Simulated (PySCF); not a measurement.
C₄H₅Si, SMILES C1=[C][SiH2]C=C1, multiplicity 2. The structure is a stationary point at PBE-D3(BJ)/def2-SVP. The isomer is the one that the SMILES or the coordinates give; other isomers of the formula were not compared.

Computed equilibrium geometry at PBE-D3(BJ)/def2-SVP (PySCF confirms it by a frequency run) as bond lengths and angles, and its point group:
point group Cs.
Atoms: C1 C2 C3 C4 Si5 H6 H7 H8 H9 H10. Bonds (Å): C1–C2 1.344, C1–Si5 1.881, C2–C3 1.498, C2–H6 1.105, C3–C4 1.364, C3–H7 1.105, C4–Si5 1.892, C4–H8 1.100, Si5–H9 1.503, Si5–H10 1.503. Bond angles (°): C2–C1–Si5 110.5, C1–C2–C3 114.0, C1–C2–H6 125.9, C3–C2–H6 120.1, C2–C3–C4 117.7, C2–C3–H7 118.9, C4–C3–H7 123.3, C3–C4–Si5 107.3, C3–C4–H8 122.4, Si5–C4–H8 130.3, C1–Si5–C4 90.5, C1–Si5–H9 113.4, C1–Si5–H10 113.4, C4–Si5–H9 114.6, C4–Si5–H10 114.6, H9–Si5–H10 109.3.
Charge 0, spin multiplicity 2.
